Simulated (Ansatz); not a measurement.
Ansatz (a quantum-chemistry and plane-wave program) input (RPA@PBE/def2-QZVPP):
A basis named .json is the Basis Set Exchange file of that set.

Ansatz 0.2 input:
```yaml
crystal:
  periodic: [false, false, false]
  atoms:
    - {symbol: Cd, position_ang: [0.00000000, 0.00000000, 0.00000000]}
    - {symbol: Cl, position_ang: [0.00000000, 0.00000000, 2.31670480]}
    - {symbol: Cl, position_ang: [-0.00000000, -0.00000000, -2.31670480]}
basis:
  gaussian:
    orbitals: def2-QZVPP.json
hamiltonian:
  xc: pbe
total_charge: 1
magnetization: {spin_polarized: true, initial_magnetization: 1}
correlation: {method: rpa, electrons: outside_noble_gas}
```

End of the output:

```
1420 factors; integrals over basis functions are off by at most 1.2e-3 eV
mean field: 1.15 GiB planned
mean field evaluation 1: about -29579.8306 eV, gradient 5.1e1 eV
mean field evaluation 2: about -29579.8302 eV, gradient 5.1e1 eV
mean field evaluation 4: about -29593.2214 eV, gradient 1.8e1 eV
mean field evaluation 8: about -29593.0834 eV, gradient 1.1e1 eV
mean field evaluation 16: about -29594.1184 eV, gradient 4.0e-4 eV
mean field evaluation 32: about -29593.6504 eV, gradient 5.5e0 eV
mean field evaluation 64: about -29593.8193 eV, gradient 6.3e-1 eV
mean field evaluation 96: about -29593.7922 eV, gradient 2.2e-4 eV
mean field evaluation 128: about -29566.2880 eV, gradient 1.1e1 eV
mean field -29594.11841492 eV, -1087.5637921343 hartree, gradient 1.2e-6 eV, S^2 0.752776; 10 other end points of the search recorded, 0 dependent functions left out
14 core orbitals not correlated
reference -29539.70816090 eV, -1085.5642521797 hartree; 13, 12 occupied and 201, 202 virtual orbitals, 1420 factors
Total energy: -29575.82789025 eV, -1086.8916277507 hartree
```

The spin state was set by rule; other spins were not relaxed.
